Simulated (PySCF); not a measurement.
Br2, SMILES BrBr (connectivity only; charge and spin as stated), charge +1, multiplicity 2.

Geometry: PBE0-D3(BJ)/def2-TZVP. The spin state was assumed, not searched.

Method: ωB97X/def2-TZVPD (PySCF).

Gas-phase values at a fixed geometry.

```yaml
total_energy: -5147.97050 hartree
point_group: D∞h
"α spin, highest occupied and lowest empty level": -17.64 and -7.87 eV
"β spin, highest occupied and lowest empty level": -17.38 and -10.77 eV
dipole_moment_about_the_centre_of_nuclear_charge: 0.00 D
mean_static_polarisability: 38.5 bohr³ (5.71 Å³)
polarisability_principal_values: 26.2, 26.9, 62.4 bohr³
"⟨S²⟩": 0.757 (pure state 0.75)
```
